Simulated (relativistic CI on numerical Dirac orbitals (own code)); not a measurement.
# Electric-dipole transitions in Lu64+

These numbers are calculated, not measured: Dirac-Coulomb-Breit CI, separate exchange-only KLI orbitals for each configuration, model QED, unscaled Slater integrals (own radial code, finite nucleus).

Configurations in the expansion (outside the closed core 1s2): 2s2 2p3, 2s 2p4, 2p5, 2p4 3s, 2p4 3p, 2p4 3d, 2s2 2p2 3s, 2s2 2p2 3p, 2s2 2p2 3d, 2s 2p3 3s, 2s 2p3 3p, 2s 2p3 3d, 2s2 2p2 4s, 2s2 2p2 4p, 2s2 2p2 4d, 2s2 2p2 4f, 2s2 2p 3s2, 2s 2p3 4s, 2s 2p3 4p, 2s2 2p 3s 3p, 2s 2p3 4d, 2s 2p3 4f, 2s2 2p2 5s, 2s2 2p 3s 3d, 2s2 2p2 5p, 2s2 2p 3p2, 2s2 2p2 5d, 2s2 2p2 5f, 2s2 2p2 5g, 2s2 2p 3p 3d, 2s 2p2 3s2, 2s2 2p 3d2, 2s 2p2 3s 3p, 2s 2p2 3s 3d, 2s 2p2 3p2, 2s 2p2 3p 3d. Levels of other configurations are missing.

| λ vac (nm) | Lower | Upper | A (s⁻¹) | gf | Branching (%) |
| --- | --- | --- | --- | --- | --- |
| 0.10702 | 2s2 2p3 2D°_5/2 [3] | 2s2 2p2 4d 2F_7/2 [287] | 6.66e+14 | 9.15e-01 | 84.2 |
| 0.12567 | 2s2 2p3 4S°_3/2 [2] | 2s2 2p2 3d 2D_3/2 [114] | 8.79e+14 | 8.33e-01 | 77.3 |
| 0.12581 | 2s2 2p3 2P°_1/2 [4] | 2s2 2p2 3d 2D_3/2 [118] | 1.06e+15 | 1.00e+00 | 97.1 |
| 0.12593 | 2s2 2p3 2D°_5/2 [3] | 2s2 2p2 3d 2F_7/2 [116] | 1.17e+15 | 2.22e+00 | 99.9 |
| 0.12595 | 2s2 2p3 2P°_3/2 [1] | 2s2 2p2 3d 2P_1/2 [50] | 1.44e+15 | 6.83e-01 | 89.3 |
| 0.12607 | 2s2 2p3 2P°_3/2 [1] | 2s2 2p2 3d 2D_3/2 [49] | 1.25e+15 | 1.19e+00 | 84.1 |
| 0.12615 | 2s2 2p3 2P°_3/2 [1] | 2s2 2p2 3d 2D_5/2 [48] | 1.43e+15 | 2.05e+00 | 97.7 |
| 0.12628 | 2s 2p4 4P_5/2 [5] | 2s 2p3 3d 4P°_3/2 [155] | 1.07e+15 | 1.03e+00 | 85.0 |
| 0.12632 | 2s 2p4 2D_5/2 [10] | 2s 2p3 3d 2F°_7/2 [243] | 1.24e+15 | 2.37e+00 | 99.1 |
| 0.12638 | 2s 2p4 4P_5/2 [5] | 2s 2p3 3d 4D°_5/2 [153] | 1.09e+15 | 1.56e+00 | 95.3 |
| 0.12645 | 2s 2p4 4P_5/2 [5] | 2s 2p3 3d 4F°_7/2 [151] | 1.10e+15 | 2.11e+00 | 97.2 |
| 0.12648 | 2s 2p4 2P_3/2 [7] | 2s 2p3 3d 2F°_5/2 [175] | 1.36e+15 | 1.96e+00 | 89.0 |
| 0.12694 | 2p5 2P°_3/2 [13] | 2p4 3d 2F_5/2 [321] | 1.28e+15 | 1.85e+00 | 97.5 |
| 0.12851 | 2s2 2p3 2P°_3/2 [1] | 2s 2p3 3p 2D_5/2 [34] | 4.63e+14 | 6.88e-01 | 99.6 |
| 0.14104 | 2s2 2p3 2P°_3/2 [8] | 2s2 2p2 3d 2D_5/2 [129] | 1.09e+15 | 1.95e+00 | 99.4 |
| 0.14135 | 2s2 2p3 4S°_3/2 [2] | 2s2 2p2 3d 2D_5/2 [55] | 1.11e+15 | 2.00e+00 | 62.3 |
| 0.14138 | 2s 2p4 2D_5/2 [10] | 2s 2p3 3d 2F°_7/2 [187] | 1.38e+15 | 3.31e+00 | 99.2 |
| 0.14139 | 2s 2p4 4P_1/2 [14] | 2s 2p3 3d 2P°_3/2 [265] | 2.09e+15 | 2.51e+00 | 98.1 |
| 0.14158 | 2s2 2p3 2P°_3/2 [8] | 2s2 2p2 3d 2D_3/2 [125] | 1.82e+15 | 2.19e+00 | 96.5 |
| 0.14159 | 2s2 2p3 2D°_5/2 [3] | 2s2 2p2 3d 2F_7/2 [56] | 1.99e+15 | 4.78e+00 | 100.0 |
| 0.14161 | 2s2 2p3 2P°_3/2 [8] | 2s2 2p2 3d 2D_5/2 [124] | 1.33e+15 | 2.40e+00 | 98.6 |
| 0.14161 | 2s2 2p3 4S°_3/2 [2] | 2s2 2p2 3d 2F_5/2 [54] | 9.01e+14 | 1.62e+00 | 71.5 |
| 0.14165 | 2s2 2p3 4S°_3/2 [2] | 2s2 2p2 3d 2P_3/2 [52] | 8.30e+14 | 9.98e-01 | 84.7 |
| 0.14172 | 2s2 2p3 2D°_5/2 [3] | 2s2 2p2 3d 2D_5/2 [55] | 6.58e+14 | 1.19e+00 | 36.9 |
| 0.14194 | 2s2 2p3 2P°_3/2 [1] | 2s2 2p2 3d 2D_5/2 [20] | 1.22e+15 | 2.21e+00 | 100.0 |
| 0.14203 | 2s 2p4 2P_1/2 [11] | 2s 2p3 3d 2P°_3/2 [192] | 1.63e+15 | 1.97e+00 | 69.1 |
| 0.14212 | 2s 2p4 4P_5/2 [5] | 2s 2p3 3d 4D°_7/2 [75] | 1.70e+15 | 4.13e+00 | 99.7 |
| 0.14214 | 2s 2p4 2D_3/2 [12] | 2s 2p3 3d 2D°_5/2 [193] | 2.14e+15 | 3.89e+00 | 96.6 |
| 0.14223 | 2s 2p4 4P_5/2 [5] | 2s 2p3 3d 4D°_5/2 [74] | 9.40e+14 | 1.71e+00 | 86.8 |
| 0.14229 | 2s2 2p3 2P°_1/2 [4] | 2s2 2p2 3d 2D_3/2 [57] | 1.17e+15 | 1.42e+00 | 88.0 |
| 0.14234 | 2p5 2P°_3/2 [13] | 2p4 3d 2D_5/2 [214] | 9.81e+14 | 1.79e+00 | 97.9 |
| 0.14236 | 2s 2p4 2D_5/2 [10] | 2s 2p3 3d 2D°_5/2 [180] | 1.47e+15 | 2.69e+00 | 92.2 |
| 0.14245 | 2s 2p4 2P_3/2 [7] | 2s 2p3 3d 2D°_5/2 [79] | 1.76e+15 | 3.22e+00 | 98.9 |
| 0.14255 | 2s 2p4 2D_5/2 [10] | 2s 2p3 3d 2F°_7/2 [176] | 9.68e+14 | 2.36e+00 | 98.5 |
| 0.14257 | 2s 2p4 4P_3/2 [9] | 2s 2p3 3d 4D°_5/2 [163] | 1.06e+15 | 1.95e+00 | 89.1 |
| 0.14260 | 2p5 2P°_1/2 [15] | 2p4 3d 2D_3/2 [344] | 2.54e+15 | 3.10e+00 | 98.3 |
| 0.14294 | 2p5 2P°_3/2 [13] | 2p4 3d 2P_3/2 [213] | 1.79e+15 | 2.19e+00 | 98.8 |
| 0.14297 | 2p5 2P°_3/2 [13] | 2p4 3d 2D_5/2 [212] | 1.45e+15 | 2.67e+00 | 98.6 |
| 0.41929 | 2s2 2p2 3d 2G_7/2 [47] | 2s2 2p2 4f 2H°_9/2 [299] | 2.03e+14 | 5.35e+00 | 78.6 |
| 0.41980 | 2s2 2p2 3d 2D_3/2 [19] | 2s2 2p2 4f 2F°_5/2 [200] | 2.44e+14 | 3.88e+00 | 92.9 |
| 0.42906 | 2s2 2p2 3d 4D_7/2 [51] | 2s2 2p2 4f 4G°_9/2 [295] | 2.03e+14 | 5.60e+00 | 79.6 |
| 0.42928 | 2s2 2p2 3d 2G_9/2 [53] | 2s2 2p2 4f 2H°_11/2 [306] | 2.51e+14 | 8.33e+00 | 99.8 |
| 0.42940 | 2s 2p3 3d 4F°_9/2 [71] | 2s 2p3 4f 4G_11/2 [360] | 2.51e+14 | 8.34e+00 | 99.8 |
| 0.43195 | 2s2 2p2 3d 2D_5/2 [20] | 2s2 2p2 4f 2F°_7/2 [201] | 2.52e+14 | 5.64e+00 | 98.0 |
| 0.43319 | 2s2 2p2 3d 2F_7/2 [56] | 2s2 2p2 4f 2G°_9/2 [304] | 1.98e+14 | 5.56e+00 | 77.0 |

Terms are leading LS components. Brackets give the number of a level in order of energy, since labels repeat. The list gives strong lines, with weight on those to low levels, without lines whose two gauges differ by over a factor of 2.5, among the lowest 400 of 1461 levels, so that lines to higher ones, which can be the strongest, are missing. Levels whose partners in the same complex of configurations lie outside the list can be far off, and so can their lines. Rates are taken at the computed energies, electric ones in the length gauge.

At this charge energies of transitions that change n are usually good to better than 1 %, and those within a shell (Δn = 0) to a few per cent.

LS names give the leading component of a level, which can be under half, so a name can repeat, a term be missing and a line seem to break the LS rules.
